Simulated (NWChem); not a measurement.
CH7BGeO; SMILES CO[BH][GeH3]

```xyz
11

B      0.5808     0.7005     0.0000
Ge    -0.0408    -1.2765     0.0000
H      0.5098    -2.0254    -1.2351
H      0.5098    -2.0254     1.2351
H     -1.5747    -1.4396     0.0000
H      1.7626     0.9993     0.0000
O     -0.3435     1.6685     0.0000
C     -0.0294     3.0428     0.0000
H      1.0603     3.2076     0.0000
H     -0.4705     3.5123    -0.8920
H     -0.4705     3.5123     0.8920
```
Atoms are numbered in this order, from 1.

Computed with NWChem. Structure relaxed at the PBE0/def2-SVP level. Ions are spin-unrestricted doublets at the neutral geometry; other ion states weren't tried.

| level | vertical ionisation energy, ΔSCF (eV) | −ε(HOMO) (eV) | ΔSCF minus −ε(HOMO) (eV) |
|---|---|---|---|
| B3LYP/def2-SVP | 9.74 | 7.39 | 2.35 |
| PBE/def2-SVP | 9.45 | 6.35 | 3.10 |
| CAM-B3LYP/def2-SVP | 9.87 | 8.93 | 0.94 |
| LDA (Slater exchange, VWN5)/def2-SVP | ? | ? | ? |
| Hartree-Fock/def2-SVP | 9.37 | 10.59 | -1.22 |

**Question.** Some entries are withheld; supply them.

**Answer.** 
- LDA (Slater exchange, VWN5)/def2-SVP, vertical ionisation energy, ΔSCF (eV): 9.56
- LDA (Slater exchange, VWN5)/def2-SVP, −ε(HOMO) (eV): 6.42
- LDA (Slater exchange, VWN5)/def2-SVP, ΔSCF minus −ε(HOMO) (eV): 3.14
